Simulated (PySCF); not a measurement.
GaH2IO2, SMILES [Ga]([I])([OH])[OH].

Geometry optimised at B3LYP-D3(BJ)/def2-SVP. The structure was generated by enumeration; whether it is a known compound was not checked. The def2 effective core potentials stand for the cores of I; spin–orbit coupling is left out. The values are those of a single conformer.

Calculation: TDA-PBE/def2-SVPD in PySCF 2.14.0.

Vertical excitations. The molecule is in vacuum. State labels are in the subgroup Cs.

```json
[
 {"state": "S1", "symmetry": "A'", "energy (eV)": "4.42", "λ (nm)": "281", "f": "0.018", "main pairs": "HOMO→LUMO 99 %"},
 {"state": "S2", "symmetry": "A\"", "energy (eV)": "4.47", "λ (nm)": "277", "f": "0.007", "main pairs": "HOMO−1→LUMO 100 %"},
 {"state": "S3", "symmetry": "A\"", "energy (eV)": "5.05", "λ (nm)": "246", "f": "0.000", "main pairs": "HOMO−2→LUMO 100 %"},
 {"state": "S4", "symmetry": "A\"", "energy (eV)": "5.39", "λ (nm)": "230", "f": "0.000", "main pairs": "HOMO→LUMO+1 100 %"},
 {"state": "S5", "symmetry": "A'", "energy (eV)": "5.62", "λ (nm)": "221", "f": "0.000", "main pairs": "HOMO−1→LUMO+1 71 %, HOMO−3→LUMO 26 %"},
 {"state": "S6", "symmetry": "A\"", "energy (eV)": "5.84", "λ (nm)": "212", "f": "0.041", "main pairs": "HOMO−4→LUMO 98 %"},
 {"state": "S7", "symmetry": "A'", "energy (eV)": "6.02", "λ (nm)": "206", "f": "0.028", "main pairs": "HOMO−5→LUMO 55 %, HOMO−2→LUMO+1 27 %, HOMO−3→LUMO 13 %"},
 {"state": "S8", "symmetry": "A'", "energy (eV)": "6.31", "λ (nm)": "196", "f": "0.175", "main pairs": "HOMO−3→LUMO 30 %, HOMO→LUMO+2 17 %, HOMO→LUMO+3 15 %, HOMO−5→LUMO 14 %"},
 {"state": "S9", "symmetry": "A'", "energy (eV)": "6.54", "λ (nm)": "190", "f": "0.036", "main pairs": "HOMO→LUMO+2 76 %, HOMO→LUMO+3 17 %"},
 {"state": "S10", "symmetry": "A\"", "energy (eV)": "6.55", "λ (nm)": "189", "f": "0.001", "main pairs": "HOMO−1→LUMO+2 99 %"},
 {"state": "T1", "symmetry": "A'", "energy (eV)": "4.07", "λ (nm)": "305", "f": "0", "main pairs": "HOMO→LUMO 100 %"},
 {"state": "T2", "symmetry": "A\"", "energy (eV)": "4.16", "λ (nm)": "298", "f": "0", "main pairs": "HOMO−1→LUMO 100 %"},
 {"state": "T3", "symmetry": "A\"", "energy (eV)": "4.78", "λ (nm)": "260", "f": "0", "main pairs": "HOMO−2→LUMO 100 %"},
 {"state": "T4", "symmetry": "A'", "energy (eV)": "5.16", "λ (nm)": "240", "f": "0", "main pairs": "HOMO−3→LUMO 49 %, HOMO−1→LUMO+1 49 %"}
]
```
Triplets are in the Tamm–Dancoff approximation.
